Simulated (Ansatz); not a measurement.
C2H7GeN (`C[N](C)[GeH]`), relaxed with RKS PBE-D4/def2-SVP in Ansatz from a rough embedded geometry. The force threshold is 0.03 eV/Å; the program also tests the step.

Total charge 0; spin multiplicity 1.

Start:

```xyz
11

C     0.338    1.288    0.185
N    -0.356    0.183   -0.391
C    -0.488   -0.836    0.612
Ge    0.685   -0.536   -1.742
H     1.373    1.076    0.524
H    -0.241    1.800    1.007
H     0.440    2.125   -0.594
H    -1.008   -1.736    0.263
H    -1.131   -0.456    1.518
H     0.481   -1.182    1.034
H    -0.094   -1.728   -2.416
```

Task: By how much does the energy fall, and how many steps does the optimiser take? (Estimate.)

Result: The calculation gave: 120.13 kJ/mol, in 7 steps.

Task: Which bonds change most? (Estimate.)

Result: Computed: C3–H9 from 1.174 to 1.115 Å; Ge4–H11 from 1.576 to 1.621 Å; C1–H7 from 1.148 to 1.108 Å; C1–N2 from 1.427 to 1.454 Å.

Task: Give the relaxed structure. (Best estimate.)

Result: The calculation gave: 
```xyz
11

C     0.436    1.323    0.202
N     0.057    0.041   -0.369
C    -0.392   -0.911    0.633
Ge    0.183   -0.230   -2.201
H     1.255    1.210    0.950
H    -0.421    1.804    0.729
H     0.786    2.014   -0.591
H    -0.695   -1.860    0.155
H    -1.258   -0.511    1.210
H     0.415   -1.128    1.373
H    -0.365   -1.751   -2.092
```
